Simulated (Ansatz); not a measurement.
Spin states of BrO2Re (SMILES [O]=[Re](=[O])[Br]), each relaxed at B3LYP-D3(BJ)/def2-TZVP; lowest solutions found, singlets restricted, no spin–orbit coupling, no relativity up to Kr.
Multiplicity 1 (charge 0, multiplicity 1):
```xyz
4

Re     0.05613    -0.07794     0.05060
O      1.60310    -0.55718    -0.43244
O     -0.52909    -0.88781     1.41362
Br    -1.18812     1.58990    -1.08792
```
Multiplicity 3 (charge 0, multiplicity 3):
```tsv
atom	x (Å)	y (Å)	z (Å)
Re	0.0921	-0.1262	0.0835
O	1.6428	-0.5162	-0.5092
O	-0.6155	-0.8665	1.4471
Br	-1.1773	1.5758	-1.0776
```

The values were computed with Ansatz (a first-principles code). Each number belongs to the level named beside it. In def2 rows elements past Kr take small-core potentials, without spin–orbit coupling.

The energy of multiplicity 3 less that of multiplicity 1 (kcal/mol) and the share of exact exchange:

```csv
functional,exact exchange (%),value
PBE/def2-TZVPP,0,7.00
PBE0/def2-TZVPP,25,3.62
BLYP/def2-TZVPP,0,9.27
B3LYP/def2-TZVPP,20,6.98
BHLYP/def2-TZVPP,50,3.21
r2SCAN/def2-TZVPP,0,3.03
r2SCANh/def2-TZVPP,10,1.99
```

**Question.** Take the value as linear in the share of exact exchange along PBE and PBE0. Give the slope, say whether the sign turns, and set the other functionals against that line.

**Answer.** 
Slope: (3.62 − (7.00))/2.5 = -1.35 kcal/mol for each 10 %. The line crosses zero at 52 %, where the sign would turn. At 50 % it gives 0.2 kcal/mol. The LYP pair gives (3.21 − (9.27))/5 = -1.21 for each 10 %. BHLYP, at 50 %, lies 3.0 from the PBE line. B3LYP, at 20 %, lies 2.7 from the PBE line. r2SCAN, with none, stands -4.0 from PBE. The r2SCAN pair gives -1.04 for 10 %.
